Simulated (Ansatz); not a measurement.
C₉H₂₁P (`CP(C(C)(C)C)C(C)(C)C`), relaxed with RKS PBE0-D4/def2-TZVP in the Gaussian-basis code of Ansatz from a GFN2-xTB geometry. The force threshold is 0.005 eV/Å; the program also tests the step.

Charge 0, multiplicity 1.

Start:

```xyz
31

C     0.109   -0.001   -2.231
P    -0.715   -0.494   -0.645
C     0.738   -1.379    0.226
C     1.167   -2.487   -0.743
C     1.956   -0.541    0.600
C     0.166   -2.053    1.477
C    -0.972    1.238    0.123
C    -1.200    1.104    1.628
C    -2.288    1.705   -0.513
C     0.107    2.283   -0.148
H     0.180   -0.880   -2.868
H     1.101    0.419   -2.079
H    -0.521    0.727   -2.737
H     0.295   -3.016   -1.127
H     1.729   -2.087   -1.583
H     1.801   -3.209   -0.228
H     1.723    0.169    1.389
H     2.744   -1.199    0.968
H     2.350   -0.002   -0.258
H    -0.122   -1.325    2.230
H     0.907   -2.719    1.917
H    -0.712   -2.642    1.216
H    -0.270    0.910    2.156
H    -1.901    0.297    1.837
H    -1.621    2.029    2.024
H    -2.569    2.685   -0.127
H    -3.089    1.003   -0.285
H    -2.201    1.781   -1.595
H    -0.171    3.214    0.346
H     1.075    1.978    0.237
H     0.202    2.489   -1.211
```

```
step  energy (eV)  largest force (eV/Å)  largest move (Å)
   1  -18954.1395                 0.517             0.000
   2  -18954.1662                 0.248             0.058
   3  -18954.1731                 0.076             0.020
   4  -18954.1737                 0.028             0.040
   5  -18954.1740                 0.023             0.016
   6  -18954.1740                 0.002             0.004
```

End:

```xyz
31

C     0.088   -0.012   -2.240
P    -0.697   -0.485   -0.642
C     0.727   -1.368    0.226
C     1.160   -2.474   -0.740
C     1.943   -0.527    0.590
C     0.170   -2.043    1.480
C    -0.971    1.219    0.124
C    -1.213    1.077    1.623
C    -2.269    1.714   -0.520
C     0.119    2.256   -0.124
H     0.156   -0.890   -2.882
H     1.083    0.429   -2.136
H    -0.557    0.708   -2.747
H     0.303   -3.049   -1.103
H     1.697   -2.076   -1.603
H     1.831   -3.166   -0.222
H     1.720    0.197    1.374
H     2.741   -1.177    0.966
H     2.343    0.013   -0.272
H    -0.147   -1.323    2.236
H     0.941   -2.677    1.930
H    -0.689   -2.673    1.236
H    -0.297    0.843    2.167
H    -1.949    0.297    1.840
H    -1.600    2.020    2.023
H    -2.529    2.698   -0.116
H    -3.097    1.031   -0.319
H    -2.177    1.819   -1.604
H    -0.179    3.211    0.325
H     1.076    1.973    0.314
H     0.275    2.437   -1.189
```

Run time 15 s (4 threads of an AMD EPYC 7R13 on a shared host and a share of an NVIDIA H100 80 GB); peak host memory 1.1 GiB.
